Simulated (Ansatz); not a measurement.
A structure relaxed at PBE-D4/def2-SVP in Ansatz, charge 0, singlet:

Cartesian coordinates in Å:
```
O -1.652 -1.438 1.783
Ta -1.828 -0.373 0.415
O -2.888 -1.272 -0.913
O -2.716 1.224 1.006
O -0.055 0.010 -0.261
Ta 1.845 0.372 -0.335
O 2.248 1.352 1.049
O 2.873 -1.248 -0.246
O 2.294 1.360 -1.921
H -3.279 -2.162 -0.900
H -2.995 1.488 1.900
H 3.486 -1.565 0.439
H 2.667 2.253 -2.016
```

Problem. Give its formula and point group.

Solution. Ta₂O₇H₄. Point group C2 (tolerance 0.1 Å).

Problem. Summarise the bond lengths by kind (pairs closer than 1.2 times the sum of covalent radii, bridged metal pairs left out).

Solution. 8 × O–Ta 1.74 to 1.94 Å; 4 × H–O 0.97 Å.

In the def2 sets Ta takes a core potential; there is no spin–orbit coupling.
